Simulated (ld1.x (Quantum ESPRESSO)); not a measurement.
## What one change does to a pseudopotential (chlorine, TM)

| Item | Value |
| --- | --- |
| Element | chlorine |
| Generator | ld1.x (Quantum ESPRESSO) 7.5 |
| Type | norm-conserving Troullier–Martins (Kleinman–Bylander form) |
| Functional | PW91 |
| Relativity | scalar-relativistic |
| Frozen core | [Ne] |
| Valence charge | 7 |
| Reference configuration | 3s2 3p3.5 (charge +1.5) |
| Partial waves | 3s (bound): rc 1.10 bohr; 3p (bound): rc 1.30 bohr; 3d channel at 0.05 Ry: rc 1.40 bohr |
| Local potential | the d channel |
| Core correction | Bessel-smoothed model core, default radius (core density twice the valence density) |

Change: wave 3s (bound): rc 1.10 bohr becomes 3s (bound): rc 1.42 bohr.

Cutoffs: the cutoffs (Ry, on a coarse ladder) from which the occupation-weighted sum of valence levels, in a spherical-Bessel basis at the reference potential, stays within 10 and 1 mRy of its value at 400 Ry; they do not see the model core or the augmentation charge, which bear on the density cutoff. Errors are all-electron minus pseudo energies relative to the spin-unpolarised reference configuration.

**Question.** Predict the effect on cutoff, ghosts and configuration errors.

**Answer.** The potential gets softer (60 Ry and 140 Ry → 45 Ry and 80 Ry); the errors of the 7 common tests hardly move; neither file shows a bound ghost. A larger radius leaves more room for a smooth pseudo-wave, so fewer plane waves are needed.

| quantity | base | changed |
| --- | --- | --- |
| cutoff, loose | 60 Ry | 45 Ry |
| cutoff, tight | 140 Ry | 80 Ry |
| loose cutoff by channel (10 mRy a level) | s 45 Ry, p 15 Ry | s 30 Ry, p 15 Ry |
| bound ghosts | none | none |
| error for 3s2 3p5, meV [ΔE -25.15 eV] | +19 | +19 |
| error for 3s2 3p4, meV [ΔE -11.22 eV] | +3.8 | +3.8 |
| error for 3s2 3p3, meV [ΔE 14.29 eV] | +3.1 | +3.1 |
| error for 3s2 3p1, meV [ΔE 105.02 eV] | +184 | +181 |
| error for 3s1 3p5, meV [ΔE 1.48 eV] | +1.4 | +1.2 |
| error for 3s1 3p6, meV [ΔE -13.00 eV] | +12 | +13 |
| error for 3s2 3p2, meV [ΔE 52.68 eV] | +48 | +47 |
| s: phases at 1.55 bohr within 0.05 rad from the reference energy up to (Ry; the scan ends near 5) | -0.0 | 0.1 |
| p: phases at 1.55 bohr within 0.05 rad from the reference energy up to (Ry; the scan ends near 5) | 4.8 | 4.8 |
| d: phases at 1.55 bohr within 0.05 rad from the reference energy up to (Ry; the scan ends near 5) | to the end of the scan | to the end of the scan |
